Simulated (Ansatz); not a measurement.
`[CH3][GeH2][CH](F)F` + `FC(F)(F)[SeH]` → `[CH3][GeH2][SeH]` + `FC(F)C(F)(F)F`  (formal exchange of groups at a Ge–C bond)

Isolated molecules relaxed with PBE0-D4/def2-TZVP in Ansatz; ΔE leaves out vibrations. CCSD(T)/CBS is the MP2 limit (def2-TZVPP, def2-QZVPP) plus CCSD(T) − MP2 in def2-TZVPP, frozen cores. DFT in def2-TZVPP. For Ge, Se outer-core shells are correlated without core-valence functions, which leaves a few kJ/mol of doubt a bond. Scalar relativity is left out up to krypton. Each species was taken in one conformer, which may not be the lowest.

`[CH3][GeH2][CH](F)F`:

Z-matrix (Å, degrees):
```
C
Ge 1 1.948
H 1 1.091 2 110.4
H 1 1.091 2 110.5 3 -120.0
H 1 1.090 2 109.8 3 119.9
C 2 1.999 1 108.4 3 -178.1
H 2 1.539 1 111.7 3 63.8
H 2 1.536 1 112.0 3 -60.2
F 6 1.366 2 109.8 1 55.6
F 6 1.363 2 110.9 1 174.0
H 6 1.096 2 114.2 1 -64.7
```

`FC(F)(F)[SeH]`:

Z-matrix (Å, degrees):
```
C
F 1 1.331
F 1 1.331 2 107.3
F 1 1.331 2 108.2 3 -116.6
Se 1 1.960 2 112.5 3 124.2
H 5 1.468 1 91.8 2 -60.6
```

`[CH3][GeH2][SeH]`:

Z-matrix (Å, degrees):
```
C
Ge 1 1.949
H 1 1.090 2 109.8
H 1 1.090 2 110.1 3 -119.8
H 1 1.092 2 110.1 3 120.3
Se 2 2.363 1 110.8 3 57.9
H 2 1.540 1 111.0 3 179.5
H 2 1.538 1 111.8 3 -57.5
H 6 1.469 2 92.9 1 63.8
```

`FC(F)C(F)(F)F`:

Cartesian coordinates in Å:
```
F -1.227 -1.041 -0.687
C -0.101 -0.311 -0.711
F -0.252 0.697 -1.584
C 0.145 0.273 0.686
F 0.296 -0.718 1.563
F -0.862 1.040 1.076
F 1.261 0.999 0.676
H 0.740 -0.941 -1.017
```

Problem. Is it downhill or uphill in electronic energy at CCSD(T)/CBS, and by how much? (Estimate.)

Solution. The calculation gave: Downhill: ΔE = -128.2 kJ/mol.

Problem. What do these levels give: PBE-D4, r2SCAN-D4, PBE0-D4, ωB97X-V, B2PLYP, PBE, r2SCAN, SCS-MP2/def2-TZVPP, CCSD(T)/def2-TZVPP, MP2/def2-QZVPP, SCS-MP2/def2-QZVPP, MP2/CBS(def2)? (Estimate.)

Solution. Ansatz gave: PBE-D4 -113.1, r2SCAN-D4 -125.3, PBE0-D4 -128.6, ωB97X-V -125.0, B2PLYP -125.3, PBE -112.9, r2SCAN -125.2, SCS-MP2/def2-TZVPP -130.7, CCSD(T)/def2-TZVPP -129.7, MP2/def2-QZVPP -131.4, SCS-MP2/def2-QZVPP -129.7, MP2/CBS(def2) -131.0 kJ/mol.

Largest T1 diagnostic among the species: 0.012.

In def2-TZVPP, CCSD(T) changes the Hartree–Fock value by +25.9 kJ/mol (the triples alone add +3.7 kJ/mol) and MP2 by +23.1 kJ/mol. From PBE to PBE0 (25 % exact exchange), in def2-TZVPP and without D4, ΔE moves by −15.5 kJ/mol.
